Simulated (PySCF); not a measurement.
# Dipole moment and polarisability across levels of theory

Compound: selenium tetrafluoride, SeF4.
SMILES with atom numbers: `[F:1][Se:2]([F:3])([F:4])[F:5]`

Cartesian coordinates in Å at the PBE0-D3(BJ)/def2-SVP level; atoms count from 1:
```
atom  x, y, z in Å
F1    -0.0708    1.3709   -0.3730
Se2   -0.0292   -0.3387   -0.4102
F3    -1.7648   -0.2820   -0.0285
F4     0.2192   -0.6727    1.2491
F5     1.7376   -0.1823   -0.5338
```

PySCF, dipoles from the SCF density, polarisabilities from static response with core orbitals frozen. Geometry: PBE0-D3(BJ)/def2-SVP; no solvent, vibrations or thermal averaging. Relativistic effects, spin–orbit coupling among them, are left out although an element past zinc is present.

Reference dipole: 1.779 D (measured, gas; NIST CCCBDB Release 22 (SRD 101), experimental dipoles). The anisotropy is √(½[(α1 − α2)² + (α2 − α3)² + (α3 − α1)²]).

| level | μ (D) | error (%) | α (Å³) | anisotropy (Å³) |
| --- | --- | --- | --- | --- |
| LDA/def2-SVPD | 1.784 | +0.3 | 5.19 | 1.57 |
| PBE/def2-SVPD | 1.750 | -1.7 | 5.21 | 1.58 |
| B3LYP/def2-SVPD | 1.931 | +8.5 | 4.97 | 1.48 |
| PBE0/def2-SVPD | 1.869 | +5.1 | 4.91 | 1.46 |
| BHandHLYP/def2-SVPD | 2.048 | +15.1 | 4.70 | 1.38 |
| CAM-B3LYP/def2-SVPD | 1.966 | +10.5 | 4.92 | 1.46 |
| wB97X-D/def2-SVPD | 1.925 | +8.2 | 4.91 | 1.42 |
| LC-wPBE/def2-SVPD | 1.886 | +6.0 | 4.89 | 1.44 |
| HF/def2-SVPD | 2.126 | +19.5 | 4.41 | 1.26 |
| PBE0/6-31G* | 1.764 | -0.8 | 3.81 | 1.40 |
| PBE0/def2-SVP | 1.967 | +10.6 | 3.60 | 1.39 |
| PBE0/aug-cc-pVDZ | 1.820 | +2.3 | 4.85 | 1.57 |
| PBE0/def2-TZVP | 1.856 | +4.3 | 4.29 | 1.52 |
| PBE0/def2-TZVPD | 1.794 | +0.8 | 4.98 | 1.47 |
| PBE0/aug-cc-pVTZ | 1.803 | +1.3 | 4.95 | 1.50 |

For the dipole, the smallest error is 0.3% (LDA/def2-SVPD) and the largest 19.5% (HF/def2-SVPD). The dipole runs from 1.75 D (PBE/def2-SVPD) to 2.13 D (HF/def2-SVPD). No reference polarisability is at hand; against PBE0 in the largest diffuse basis at hand (aug-cc-pVTZ) the other PBE0 rows deviate by 6-31G* -23%, def2-SVP -27%, aug-cc-pVDZ -2%, def2-SVPD -1%, def2-TZVP -13%, def2-TZVPD +1%. In one basis (def2-SVPD) the functionals order the polarisability from HF (lowest) to PBE (highest), a spread of 18%. With PBE0 the polarisability is 3.90 Å³ without diffuse functions (mean of 6-31G*, def2-SVP and def2-TZVP) and 4.92 Å³ with them (mean of aug-cc-pVDZ, def2-SVPD, def2-TZVPD and aug-cc-pVTZ). Measured values can belong to vibrating molecules; the computed ones are for one fixed geometry.
